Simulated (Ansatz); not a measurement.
The cluster Na₃I₄⁻. Total charge -1; singlet. Geometry r2SCAN-D4/def2-SVPD, basis def2-TZVPD, Ansatz.

Cartesian coordinates in Å:
```
Na -3.199 0.659 1.416
Na 2.504 -0.454 0.245
Na -1.093 0.132 -1.371
I 1.483 -0.426 -2.620
I -4.109 0.707 -1.315
I 4.795 -0.763 1.973
I -0.380 0.145 1.672
```

| run | HOMO (eV) | LUMO (eV) |
| --- | --- | --- |
| A | -3.65 | 1.04 |
| B | -2.76 | 0.76 |
| C | -1.95 | 0.81 |
| D | -1.72 | 0.27 |
| E | -5.26 | 1.58 |

In the def2 sets I takes a core potential; there is no spin–orbit coupling. LC-ωPBE has ω = 0.4 bohr⁻¹. Another isomer (singlet) lies 0.59 eV lower at PBE0-D4/def2-TZVPD; other spin states weren't run for this one.

**Question.** The runs used BHLYP, LC-ωPBE, PBE, PBE0, r2SCAN. Estimate which is which.

**Answer.** A BHLYP (50 % exact exchange); B PBE0 (25 % exact exchange); C r2SCAN (0 % exact exchange); D PBE (0 % exact exchange); E LC-ωPBE (range-separated). Exact exchange lowers occupied and raises empty levels; among semilocal functionals meta-GGAs tend to open the gap a little, and such runs are hard to tell apart. The gap grows from 1.99 eV (PBE) to 6.84 eV (LC-ωPBE).
